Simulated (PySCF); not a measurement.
Compound: CH₈AsGaO.
Z-matrix (Å and degrees, PBE0-D3(BJ)/def2-SVP geometry), rows numbered from 1:
```
C 
O   1  1.3896
Ga  2  1.8172  1  123.67
As  3  2.7242  2   84.22  1    91.21
H   1  1.1099  2  113.78  3     7.44
H   1  1.1092  2  111.47  3  -113.51
H   1  1.1064  2  110.81  3   127.92
H   3  1.5629  2  113.21  1  -170.81
H   3  1.5718  2  115.33  1    -9.03
H   4  1.5108  3  110.99  2    58.69
H   4  1.5182  3  138.01  2  -173.28
H   4  1.5118  3  110.44  2   -47.03
```

Level of theory: PBE0-D3(BJ)/def2-SVP geometry optimisation, gas phase in PySCF.

Masses are those of the commonest isotopes; rigid-rotor values at the optimised geometry. The values belong to one conformer with, in the numbering `[CH3:1][O:2][GaH2-:3][AsH3+:4]`, C1–O2–Ga3–As4 91°.

Problem. Give the principal moments of inertia and the rotational constants in MHz.

Solution. Ia = 139.18, Ib = 363.11, Ic = 473.91 u·Å²; 505379 MHz·u·Å²/I gives A = 3631, B = 1392, C = 1066 MHz.

Problem. Classify the top.

Solution. An asymmetric top: κ = (2 × 1392 − 3631 − 1066)/(3631 − 1066) = -0.75.

Problem. Is it planar, by Δ = Ic − Ia − Ib?

Solution. Not planar: Δ = Ic − Ia − Ib = -28.38 u·Å². For a rigid frame Δ = −2 Σ m c², so Σ m c² = 14.19 u·Å² lies off the ab plane: 8.21 from hydrogen and 5.98 from heavier atoms. The atom farthest from that plane is 1.58 Å away.

Problem. List the rotational levels J(Ka,Kc) to J = 5 (cm⁻¹).

Solution. Above 0(0,0):
J = 1: 1(0,1) 0.0820, 1(1,1) 0.1567, 1(1,0) 0.1675
J = 2: 2(0,2) 0.2449, 2(1,2) 0.3098, 2(1,1) 0.3424, 2(2,1) 0.5665, 2(2,0) 0.5676
J = 3: 3(0,3) 0.4866, 3(1,3) 0.5389, 3(1,2) 0.6039, 3(2,2) 0.8125, 3(2,1) 0.8179, 3(3,1) 1.2137, 3(3,0) 1.2138
J = 4: 4(0,4) 0.8042, 4(1,4) 0.8432, 4(1,3) 0.9512, 4(2,3) 1.1396, 4(2,2) 1.1554, 4(3,2) 1.5437, 4(3,1) 1.5442, 4(4,1) 2.1028, 4(4,0) 2.1028
J = 5: 5(0,5) 1.1949, 5(1,5) 1.2219, 5(1,4) 1.3828, 5(2,4) 1.5471, 5(2,3) 1.5821, 5(3,3) 1.9568, 5(3,2) 1.9587, 5(4,2) 2.5152, 5(4,1) 2.5152, 5(5,1) 3.2340, 5(5,0) 3.2340
Those of J = 1 are B + C, A + C and A + B.

Problem. Predict some low-J microwave lines.

Solution. The dipole components are |μa| = 2.92 D, |μb| = 0.52 D, |μc| = 0.95 D. The squared components, which scale the intensities, stand as 1.00 : 0.03 : 0.11 (a : b : c). Some lines, for components of 0.1 D or more:

```csv
type,branch,"J(Ka,Kc)",MHz,lower level (cm⁻¹)
a,Q,"1(1,0) ← 1(1,1)",325,0.157
a,Q,"2(1,1) ← 2(1,2)",976,0.310
a,Q,"3(1,2) ← 3(1,3)",1950,0.539
b,Q,"1(1,0) ← 1(0,1)",2565,0.082
b,Q,"3(1,2) ← 3(0,3)",3519,0.487
a,R,"2(1,2) ← 1(1,1)",4591,0.157
a,R,"2(0,2) ← 1(0,1)",4883,0.082
c,R,"1(1,0) ← 0(0,0)",5023,0.000
b,R,"3(0,3) ← 2(1,2)",5298,0.310
c,Q,"3(2,2) ← 3(1,2)",6251,0.604
b,Q,"3(2,1) ← 3(1,2)",6414,0.604
b,R,"2(1,2) ← 1(0,1)",6830,0.082
a,R,"3(1,3) ← 2(1,2)",6867,0.310
a,R,"3(2,1) ← 2(2,0)",7504,0.568
c,R,"2(1,1) ← 1(0,1)",7806,0.082
b,Q,"3(2,2) ← 3(1,3)",8202,0.539
b,Q,"3(3,0) ← 3(2,1)",11869,0.818
b,R,"2(2,1) ← 1(1,0)",11960,0.168
c,R,"2(2,0) ← 1(1,0)",11993,0.168
c,R,"2(2,1) ← 1(1,1)",12285,0.157
c,R,"3(2,1) ← 2(1,1)",14255,0.342
c,R,"3(2,2) ← 2(1,2)",15069,0.310
b,R,"3(2,1) ← 2(1,2)",15231,0.310
c,R,"3(3,0) ← 2(2,0)",19373,0.568
c,R,"3(3,1) ← 2(2,1)",19404,0.566
```

Problem. Estimate the classical rotational partition function at 25 K, 100 K and 298.15 K.

Solution. Point group C1, symmetry number σ = 1; q = (√π/σ)·√((kT/h)³/(ABC)), k/h = 20836.6 MHz/K: 9080 at 25 K, 72600 at 100 K, 374000 at 298.15 K.

No PBE0-D3(BJ)/def2-SVP frequencies stand behind this structure, so it isn't proved a minimum. No vibrational averaging or centrifugal distortion is included, and the geometry carries the error of its method. A rigid rotor knows nothing of internal rotation, which can split or shift real lines. Quadrupole hyperfine structure (69Ga, 75As) is left out.
